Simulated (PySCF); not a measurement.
GeFCl₂Br, SMILES [Cl][Ge]([Br])([Cl])[F].

The structure is a stationary point at PBE-D3(BJ)/def2-SVP.

Two levels are set side by side: TDA-PBE/def2-SVPD (PySCF) and TDA-CAM-B3LYP/def2-SVPD (PySCF). Vertical, same geometry. The lowest singlet is HOMO→LUMO 99 % with PBE and HOMO→LUMO 96 % with the other functional; states are paired by order. Differences are taken from unrounded values.

```
quantity                               TDA-CAM-B3LYP  TDA-PBE  TDA-PBE minus TDA-CAM-B3LYP
-------------------------------------  -------------  -------  ---------------------------
lowest singlet excitation (eV)                  5.36     4.47                        -0.90
lowest triplet excitation (TDA) (eV)            4.85     4.10                        -0.75
first bright state (f over 0.05) (eV)           6.44     6.45                         0.02
its oscillator strength                         0.08     0.06                        -0.02
```

A lower first singlet is the usual sign of a functional without exact exchange. Differences between two approximate levels are no errors against the true value.

Rough cost on one machine, each run with all the roots and properties that it gave: TDA-CAM-B3LYP against TDA-PBE about 4 times.
